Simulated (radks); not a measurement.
Removal energies from the niobium ion Nb6+, [Ar] 3d10 4s2 4p5, by Delta-SCF beside the eigenvalue of the level emptied. Method: scalar-relativistic Kohn-Sham, PBEsol, spin-polarised, spherical densities, finite nucleus; Fermi nuclear charge, rms radius of each element as measured or else 0.836 A^(1/3) + 0.57 fm; computed with a radial shooting solver on a logarithmic mesh with Libxc functionals. Open shells are filled with parallel spins first.

4p: final configuration [Ar] 3d10 4s2 4p4; Delta-SCF (eV) 119.70; -eigenvalue (eV) 111.05
4s: final configuration [Ar] 3d10 4s1 4p5; Delta-SCF (eV) 146.05; -eigenvalue (eV) 136.78
3d: final configuration [Ar] 3d9 4s2 4p5; Delta-SCF (eV) 301.96; -eigenvalue (eV) 281.81
3p: final configuration [Ne] 3s2 3p5 3d10 4s2 4p5; Delta-SCF (eV) 451.38; -eigenvalue (eV) 431.99
